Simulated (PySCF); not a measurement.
**Worked example: chemical shift, span and skew from a shielding tensor**

CH3Cl2FOSi, SMILES O([Si](F)(Cl)Cl)C. Atoms are numbered in the order given.

```xyz
9

C     -2.3114    -0.1282    -1.2266
O     -0.9710     0.3327    -1.1516
Si     0.1800    -0.1495    -0.1091
F      0.6602    -1.6527    -0.4364
Cl     1.7778     1.0953    -0.2969
Cl    -0.5316    -0.1658     1.8141
H     -2.7985    -0.1006    -0.2375
H     -2.3525    -1.1588    -1.6167
H     -2.8602     0.5326    -1.9122
```

Geometry optimised at B3LYP-D3(BJ)/def2-SVP. The values are those of a single conformer.

GIAO shieldings from PBE0/pcSseg-1 (PySCF), non-relativistic, no solvent. The symmetric part of the tensor of F4 has the principal values 228.0, 248.5, 360.6 ppm. The same nucleus in CFCl3 has σ = 167.2 ppm at this level (PySCF, at its B3LYP-D3(BJ)/def2-TZVP geometry). Without spin–orbit terms, shifts of atoms bonded to Cl or Br come out too high.

Task: Work out the isotropic shielding, the ¹⁹F shift against CFCl3, the span and the skew.

Result: 
σ(iso) = (σ11 + σ22 + σ33)/3 = 279.0 ppm. δ = σ(ref) − σ(iso) = 167.2 − (279.0) = -111.8 ppm.
Span Ω = σ33 − σ11 = 132.6 ppm. Skew κ = 3(σ(iso) − σ22)/Ω = 0.69. Tumbling in solution averages the tensor to δ; in a static solid the shielding alone would spread this spin-1/2 line over Ω.
